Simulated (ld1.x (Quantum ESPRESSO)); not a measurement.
# What one change does to a pseudopotential (cadmium, PAW)

Cd, PAW, made with ld1.x (Quantum ESPRESSO) 7.5 (revPBE, scalar-relativistic). Core [Ar] 3d10, reference 4s2 4p6 4d10 5s1.75 5p0 (charge +0.25). Waves: 4s (bound): rcut 1.40, rcutus 1.60 bohr; 5s (bound): rcut 1.40, rcutus 1.60 bohr; 4p (bound): rcut 1.30, rcutus 1.70 bohr; 5p (bound, empty): rcut 1.30, rcutus 1.70 bohr; 4d (bound): rcut 1.20, rcutus 1.35 bohr; 4d channel at 0.65 Ry: rcut 1.20, rcutus 1.35 bohr. Local part: all-electron potential smoothed inside 1.30 bohr (lloc = -2). Core correction: a·sin(br)/r model core inside 0.60 bohr. Augmentation charge: GAUSS, radius 0.85 bohr.

All-electron outer shells of the reference configuration (revPBE, scalar-relativistic, ld1.x):

| shell | level (eV) | outermost node (bohr) | outermost maximum (bohr) |
| --- | --- | --- | --- |
| 3p | -603.27 | 0.14 | 0.32 |
| 3d | -395.61 | – | 0.27 |
| 4s | -107.95 | 0.43 | 0.79 |
| 4p | -69.00 | 0.43 | 0.84 |
| 4d | -13.75 | 0.42 | 0.98 |
| 5s | -7.30 | 1.06 | 2.32 |
| 5p | -2.53 | 1.19 | 3.17 |

Change: wave 4d channel at 0.65 Ry: rcut 1.20, rcutus 1.35 bohr becomes 4d channel at 3.88 Ry: rcut 1.20, rcutus 1.35 bohr.

Cutoffs: the cutoffs (Ry, on a coarse ladder) from which the occupation-weighted sum of valence levels, in a spherical-Bessel basis at the reference potential, stays within 10 and 1 mRy of its value at 400 Ry; they do not see the model core or the augmentation charge, which bear on the density cutoff. Errors are all-electron minus pseudo energies relative to the spin-unpolarised reference configuration.

**Question.** How do hardness, ghosts and transferability respond?

**Answer.** The potential gets neither clearly harder nor softer (70 Ry and 110 Ry → 70 Ry and 110 Ry); of the 7 tests that both files solve, the error grows in 1 and shrinks in 2 by more than 15 % and 0.3 meV (median size 3.8 → 3.7 meV); neither file shows a bound ghost.

```csv
quantity,base,changed
"cutoff, loose",70 Ry,70 Ry
"cutoff, tight",110 Ry,110 Ry
bound ghosts,none,none
"error for 4s2 4p6 4d10 5s2 5p0, meV [ΔE -1.61 eV]",+0.4,+0.4
"error for 4s2 4p6 4d10 5s1 5p0, meV [ΔE 7.54 eV]",+0.8,+0.2
"error for 4s2 4p6 4d10 5s0 5p0, meV [ΔE 24.50 eV]",+9.4,+5.5
"error for 4s2 4p6 4d10 5s1.5 5p0, meV [ΔE 2.05 eV]",-0.1,-0.2
"error for 4s2 4p6 4d8 5s0 5p0, meV [ΔE 116.41 eV]",-20,-17
"error for 4s2 4p6 4d9 5s0 5p0, meV [ΔE 62.42 eV]",-5.7,-7.6
"error for 4s2 4p6 4d10 5s0 5p2, meV [ΔE 8.01 eV]",+3.8,+3.7
s: phases at 1.84 bohr within 0.05 rad from the reference energy up to (Ry; the scan ends near 5),to the end of the scan,to the end of the scan
p: phases at 1.84 bohr within 0.05 rad from the reference energy up to (Ry; the scan ends near 5),1.5,1.5
d: phases at 1.84 bohr within 0.05 rad from the reference energy up to (Ry; the scan ends near 5),to the end of the scan,to the end of the scan
lowest overlap eigenvalue by channel,"s 0.10, p 0.11, d 0.91","s 0.10, p 0.11, d 0.56"
```
